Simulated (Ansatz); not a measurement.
`[CH3][Al]([OH])[C](=N)Cl` + `F[SiH3]` → `[CH3][Al]([OH])[SiH2]F` + `N=CCl`  (formal exchange of groups at the Al–C bond)

Isolated molecules relaxed with PBE0-D4/def2-TZVP in Ansatz; ΔE leaves out vibrations. CCSD(T)/CBS adds triple-zeta CCSD(T) − MP2 to the extrapolated MP2 energy (def2 sets, frozen cores). This one scheme is used for every species. Functionals use def2-TZVPP. HSE06 is defined as in plane-wave codes. One conformer a species, not always the lowest.

| level | ΔE (eV) |
| --- | --- |
| PBE-D4 | 0.25 |
| CAM-B3LYP-D4 | 0.37 |
| HSE06 | 0.22 |
| RPA@PBE/def2-TZVPP | 0.41 |
| SCS-MP2/def2-TZVPP | 0.45 |
| CCSD/def2-TZVPP | 0.36 |
| HF/def2-QZVPP | 0.37 |
| MP2/CBS(def2) | 0.46 |

**Question.** What does CCSD(T)/CBS give? (Estimate.)

**Answer.** Computed: +0.38 eV. The listed levels differ from it by -0.13, -0.01, -0.16, 0.03, 0.07, -0.02, -0.01, 0.08 eV.

Largest T1 diagnostic among the species: 0.013.

At CCSD(T), def2-SVP lies +0.03 eV from the extrapolated value and def2-TZVPP +0.01 eV. The D4 term adds +0.04 eV with B3LYP and +0.02 eV with PBE0; it sums over pairs of atoms, weighted by their polarisabilities, and B3LYP, whose exchange is more repulsive, gets the larger term. Leaving LDA and LC-ωPBE aside and taking each functional with its dispersion term where it has one, the values, not all of them listed here, spread over 0.16 eV, from PBE0-D4 to ωB97M-V.

B3LYP here is the variant with VWN-RPA as its local correlation; programs differ in this.
